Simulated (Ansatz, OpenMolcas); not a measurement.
The same job for Ansatz

This OpenMolcas 26.06 job computes InN2H5 (SMILES [NH2][InH][NH2]):

test.inp:
```
* H5InN2 Kohn-Sham DFT
>>> EXPORT MOLCAS_PRINT=2
&GATEWAY
BasLib = $CurrDir
Coord
8
bohr
N     -1.83246742     1.62138501    -2.12972134
In     0.46865208     1.06731732     0.86077025
N      1.40349959    -2.59875137     1.34094966
H     -2.80076309     0.14513097    -2.84706138
H     -2.90677672     3.19212537    -2.21438107
H      1.50989117     3.43778977     2.77317309
H      2.96857077    -3.05134077     2.32776464
H      1.18958260    -3.81365629    -0.11149384
Basis = def2-SVP
Group = NoSym
&SEWARD
GridInput
Grid=UltraFine
End of Grid
&SCF
KSDFT = B3LYP
Thresholds = 1e-10 1e-07 1e-07 1e-05
PrOrbitals = 1 1
&ALASKA
```

```bash
$ export MOLCAS_MEM=1860
$ pymolcas test.inp > test.log
```

(Basis files named in the input come from the Basis Set Exchange and aren't shown.)

Geometry: relaxed at PBE0-D4/def2-TZVP.

It gives a total energy of -302.612632 Eh.

Task: Write the same calculation for Ansatz 0.2.0 as an input file of the program's own, asking for the energy.

Result: This input was run:

run.yaml:
```yaml
crystal:
  periodic: [false, false, false]
  atoms:
    - symbol: "N"
      position_ang: [-0.969700, 0.858000, -1.127000]
    - symbol: In
      position_ang: [0.248000, 0.564800, 0.455500]
    - symbol: "N"
      position_ang: [0.742700, -1.375200, 0.709600]
    - symbol: H
      position_ang: [-1.482100, 0.076800, -1.506600]
    - symbol: H
      position_ang: [-1.538200, 1.689200, -1.171800]
    - symbol: H
      position_ang: [0.799000, 1.819200, 1.467500]
    - symbol: H
      position_ang: [1.570900, -1.614700, 1.231800]
    - symbol: H
      position_ang: [0.629500, -2.018100, -0.059000]
basis:
  gaussian:
    orbitals: def2-SVP
hamiltonian:
  xc: {name: B3LYP}
accuracy: high
output:
  orbitals: {seedname: orbitals}
```

```bash
$ ansatz run run.yaml --threads 1 --pin off --max-ram 3480MiB --events-out events.jsonl --progress --plain --runs-dir runs
```

Its energy is -302.612631 Eh, the same as the first but for the last digit, at most.
